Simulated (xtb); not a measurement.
Species: C8H5ClS, SMILES `Clc1cccc2sccc12` (charge 0, multiplicity 1).

Problem. Give a relaxed geometry from GFN2-xTB (xtb).

Solution. the end point of this relaxation (outside a Z-matrix the atoms follow the SMILES, hydrogens last).
Cartesian coordinates (Å) in one orientation:
```xyz
15

Cl    -0.383     2.980     0.151
C     -0.621     1.270     0.073
C     -1.896     0.749     0.073
C     -2.092    -0.630     0.010
C     -1.023    -1.499    -0.052
C      0.258    -0.966    -0.051
S      1.757    -1.845    -0.123
C      2.656    -0.366    -0.069
C      1.881     0.735    -0.001
C      0.490     0.423     0.011
H     -2.745     1.412     0.121
H     -3.098    -1.018     0.011
H     -1.170    -2.566    -0.101
H      3.727    -0.419    -0.092
H      2.260     1.739     0.040
```
